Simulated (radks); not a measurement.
Results of a calculation; reference values are marked as such.
Problem. Level of theory: scalar-relativistic Kohn-Sham, LDA (Slater exchange, VWN5 correlation), spin-unpolarised, spherical densities, finite nucleus; Fermi nuclear charge, rms radius of each element as measured or else 0.836 A^(1/3) + 0.57 fm (a radial shooting solver on a logarithmic mesh with Libxc functionals). Response by self-consistent Sternheimer equations with the Hartree and adiabatic LDA kernel, the relativistic mass of each level held fixed and spin-orbit coupling left out. For heavy and open-shell atoms this level of theory can miss by tens of per cent. Rank Ta4+, Ta5+, Ta3+, Ta+, Ta6+, Ta, Ta2+ (NIST ground configurations) by static dipole polarisability, largest first.

Solution. Ta 77.92, Ta+ 40.21, Ta2+ 15.17, Ta3+ 7.469, Ta4+ 4.157, Ta5+ 2.530, Ta6+ 2.115 bohr^3.
